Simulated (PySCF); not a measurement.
HOSn, SMILES [Sn]=[OH+] (connectivity only; charge and spin as stated), charge +1, multiplicity 1. Heavy atoms are numbered as in [OH+:1]=[Sn:2]. Hydrogens are named by the atom that carries them.

Coordinates come from a B3LYP-D3(BJ)/def2-TZVP optimisation. The isomer is the one that the SMILES or the coordinates give; other isomers of the formula were not compared. The def2 effective core potentials stand for the cores of Sn; spin–orbit coupling is left out.

All values below come from ωB97X/def2-TZVPD in PySCF.

Mulliken values depend strongly on the basis, most of all with diffuse functions as here. ESP charges are fitted to the potential on shells at 1.4 to 2.0 van der Waals radii. Atomic charges (e), one atom of each kind:

| atom | ESP fit | Mulliken |
|---|---|---|
| O1 (OH) | -0.67 | -0.47 |
| Sn2 | 1.18 | 1.11 |
| H on O1 | 0.49 | 0.36 |
